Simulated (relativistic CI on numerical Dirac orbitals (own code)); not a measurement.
# Ligand-field terms of d6

Computed with a parametric ligand-field model of a d^n configuration (Racah B and C, spin-orbit zeta, crystal field), exact diagonalisation.

Field parameters in Wybourne normalisation: Oh B⁴₀ = 21Dq, B⁴₄ = √(5/14) B⁴₀; Td as Oh with Dq negative (B⁴₀ = 21Dq, B⁴₄ = √(5/14) B⁴₀). The field is a parameter set, without covalency.

Task: Lowest levels for B = 560, C = 2540, ζ = 2350 cm⁻¹, Oh, 10Dq = 37450 cm⁻¹?

Result: A1 0 (S 0.06), E 29024 (S 1.01), T2 29443 (S 1.00), T1 30380 (S 0.98), A1 32179 (S 1.01), T1 33713 (S 0.89), E 34771 (S 1.00), T2 35745 (S 1.01), A2 36386 (S 1.00) cm⁻¹, with S from ⟨S²⟩ = S(S + 1). The ground level has 0.05 electrons in the cubic e pair.

Task: Lowest levels for B = 880, C = 3340, ζ = 570 cm⁻¹, Td, 10Dq = -11300 cm⁻¹?

Result: A1 0 (S 1.99), T1 24 (S 1.99), E 47 (S 2.00), T2 78 (S 2.00), A2 111 (S 2.00), T2 8535 (S 1.00), E 8576 (S 1.01), T1 9036 (S 1.01), A1 9195 (S 1.01) cm⁻¹, with S from ⟨S²⟩ = S(S + 1). The ground level has 3.00 electrons in the cubic e pair.

Task: Lowest levels for B = 650, C = 2370, ζ = 230 cm⁻¹, Oh, 10Dq = 13750 cm⁻¹?

Result: A1 0 (S 0.01), T2 6686 (S 1.95), E 6703 (S 1.81), T1 6729 (S 1.81), A1 6759 (S 1.77), T2 6804 (S 1.70), T1 6859 (S 1.94), E 7176 (S 1.28), T2 7281 (S 1.48) cm⁻¹, with S from ⟨S²⟩ = S(S + 1). The ground level has 0.06 electrons in the cubic e pair.

Task: Lowest levels for B = 640, C = 2380, ζ = 290 cm⁻¹, Td, 10Dq = -2550 cm⁻¹?

Result: A1 0 (S 2.00), T1 13 (S 2.00), E 26 (S 2.00), T2 43 (S 2.00), A2 61 (S 2.00), T2 2390 (S 2.00), T1 2544 (S 2.00), E 2553 (S 2.00), T2 2754 (S 2.00) cm⁻¹, with S from ⟨S²⟩ = S(S + 1). The ground level has 2.98 electrons in the cubic e pair.

Task: Lowest levels for B = 640, C = 2750, ζ = 330 cm⁻¹, Oh, 10Dq = 14000 cm⁻¹?

Result: A1 0 (S 0.03), T2 4424 (S 2.00), E 4541 (S 1.98), T1 4568 (S 1.99), A1 4707 (S 1.95), T1 4755 (S 1.97), T2 4780 (S 1.96), E 6391 (S 1.03), T2 6436 (S 1.06) cm⁻¹, with S from ⟨S²⟩ = S(S + 1). The ground level has 0.08 electrons in the cubic e pair.
